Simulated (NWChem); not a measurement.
Molecule: GeCl$_{4}$; SMILES [Cl][Ge]([Cl])([Cl])[Cl]

Results from NWChem. Pople sets run with spherical d functions. Each level has its own optimisation; frequencies are unscaled.

```csv
level,r Cl–Ge (Å),highest harmonic frequency (cm⁻¹),lowest (cm⁻¹),zero-point energy (kcal/mol)
B3LYP/3-21G,2.203,438,113,3.4
Hartree-Fock/3-21G,2.185,464,126,3.6
B3LYP/6-31G*,2.150,440,123,3.5
```
